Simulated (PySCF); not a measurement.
N⁴⁺ (nitrogen, charge +4): UHF calculation

Configuration: [He] 2s1, 2S determinant. Computed with PySCF 2.14 in an uncontracted even-tempered set (20 s from 0.2 bohr⁻², ratio 2.2; 9 p from 0.37 bohr⁻², ratio 2.4; 6 d from 1.1 bohr⁻², ratio 2.4; 5 f from 1.7 bohr⁻², ratio 2.4; 5 g from 2.5 bohr⁻², ratio 2.4), with scalar relativity by spin-free X2C-1e.

* Total energy: -48.355289 hartree
* One-electron energy: -54.7911 hartree
* Hartree (Coulomb) energy: 11.1183 hartree
* Exchange energy: -4.6825 hartree
* ⟨S²⟩: 0.7500
* ⟨L²⟩: 0.000
* Sum of ⟨r⟩: 1.505 bohr
* Sum of ⟨r²⟩: 1.429 bohr²

| shell | electrons | mean orbital energy (hartree) | rms radius, mean of both spins (bohr) |
| --- | --- | --- | --- |
| 1s α | 1 | -19.21791 | 0.263 |
| 1s β | 1 | -19.10822 | 0.263 |
| 2s α | 1 | -3.59333 | 1.14 |
